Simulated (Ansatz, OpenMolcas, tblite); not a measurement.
## How methods differ on GaCl (SMILES [Cl][Ga])

The species is GaCl (2 atoms), meant as a singlet with charge 0. As SMILES, `[Cl][Ga]`. The coordinates come from a PBE0-D4/def2-TZVP relaxation.

```tsv
atom	x (Å)	y (Å)	z (Å)
Cl	0.0000	0.0000	-0.0236
Ga	0.0000	0.0000	2.1922
```

Quantity: the HOMO–LUMO gap, in eV. The values are calculated.

| level | kind | program | value (eV) | CPU time |
| --- | --- | --- | --- | --- |
| IPEA1-xTB | semi-empirical | tblite | 5.87 | under 2 s |
| HF/cc-pVTZ | Hartree–Fock | OpenMolcas | 10.43 | 10 s |
| SVWN5/cc-pVTZ | LDA | OpenMolcas | 4.10 | 16 s |
| PBE/cc-pVTZ | GGA | Ansatz | 4.10 | 3.1 s |
| M06-L/cc-pVTZ | meta-GGA | OpenMolcas | 4.47 | 26 s |
| BHLYP/cc-pVTZ | global hybrid | OpenMolcas | 7.40 | 20 s |
| CAM-B3LYP/cc-pVTZ | range-separated hybrid | Ansatz | 7.98 | 4.4 s |
| wB97M-V/cc-pVTZ | range-separated hybrid | Ansatz | 9.59 | 26 s |
| PBE-QIDH/cc-pVTZ | double hybrid | Ansatz | 8.66 | 5.6 s |

All-electron rows without a relativistic Hamiltonian named are non-relativistic. The values span 4.10 to 10.43 eV. Orbital gaps aren't excitation energies, and those of double hybrids come from the SCF part alone; they tend to grow with the share of exact exchange. Times are those of the runs behind each value, whatever else they computed, on shared processors of several kinds: orders of magnitude only.
